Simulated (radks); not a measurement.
Question: The mean radii <r> (bohr) of the occupied orbitals of an atom or ion are listed with their occupations. All-electron calculation, scalar-relativistic Kohn-Sham, LB94 model potential, spin-polarised, spherical densities, finite nucleus; Fermi nuclear charge, rms radius of each element as measured or else 0.836 A^(1/3) + 0.57 fm. Program: a radial shooting solver on a logarithmic mesh with Libxc functionals.

| orbital | occ. | <r> |
|---|---|---|
| 1s up | 1 | 0.02229 |
| 1s down | 1 | 0.02229 |
| 2s down | 1 | 0.09494 |
| 2s up | 1 | 0.09494 |
| 2p down | 3 | 0.08370 |
| 2p up | 3 | 0.08370 |
| 3s down | 1 | 0.2492 |
| 3s up | 1 | 0.2493 |
| 3p down | 3 | 0.2474 |
| 3p up | 3 | 0.2476 |
| 3d down | 5 | 0.2252 |
| 3d up | 5 | 0.2254 |
| 4s up | 1 | 0.5670 |
| 4s down | 1 | 0.5670 |
| 4p up | 3 | 0.6006 |
| 4p down | 3 | 0.6006 |
| 4d up | 5 | 0.6549 |
| 4d down | 5 | 0.6546 |
| 5s up | 1 | 1.366 |
| 5s down | 1 | 1.384 |
| 5p up | 3 | 1.602 |
| 5p down | 3 | 1.643 |
| 4f up | 7 | 0.9159 |

Name the element and its charge. Open shells, if any, are filled with parallel spins first.

Answer: Z = 63, europium, charge +2: Eu2+ in [Xe] 4f7. The 1s radius gives Z: for a bare nucleus <r> = (2 gamma + 1)/(2Z) with gamma = sqrt(1 - (Z/c)^2), 0.02203 bohr for Z = 63, and screening makes it slightly larger (0.02229 here). The occupations add up to 61, and the charge is Z minus that.
